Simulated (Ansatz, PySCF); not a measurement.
CH4Cl2Ge. Atoms are numbered in the order given.

```xyz
8

Ge    -0.3721    -0.2862     0.0000
C      0.5521    -1.9813     0.0000
Cl     0.2442     0.8319     1.7454
Cl     0.2442     0.8319    -1.7454
H     -1.9023    -0.3282     0.0000
H      0.2800    -2.5542     0.8987
H      0.2800    -2.5542    -0.8987
H      1.6362    -1.8002     0.0000
```
Charge 0, spin multiplicity 1.

Coordinates come from a r2SCAN-D4/def2-SVP optimisation.

Vertical ionisation energy (IE) and electron affinity (EA) in eV. Rows of orbital energies are one-electron estimates. Where ΔSCF, EOM or ADC give a negative EA the extra electron is unbound and the value depends on the basis.

```
level                                                                        IE     EA
------------------------------------------------------------------------  -----  -----
−ε(HOMO), −ε(LUMO), ωB97X/def2-TZVP (PySCF)                               11.15  -1.70
−ε(HOMO), −ε(LUMO), PBE/def2-TZVP (PySCF)                                  7.39   1.43
ΔSCF, CAM-B3LYP/def2-SVPD (Ansatz), final states of multiplicity 2 and 2  11.10  -0.99
ΔSCF, PBE/def2-SVPD (Ansatz), final states of multiplicity 2 and 2        10.31  -0.77
```

What vertical singlet–triplet gap does ΔSCF give with CAM-B3LYP/def2-SVPD (Ansatz, a first-principles code) and with PBE/def2-SVPD (Ansatz)? (Estimate from the structure and the level; the computed values follow.)

6.69 and 5.78 eV (triplet above singlet where positive).
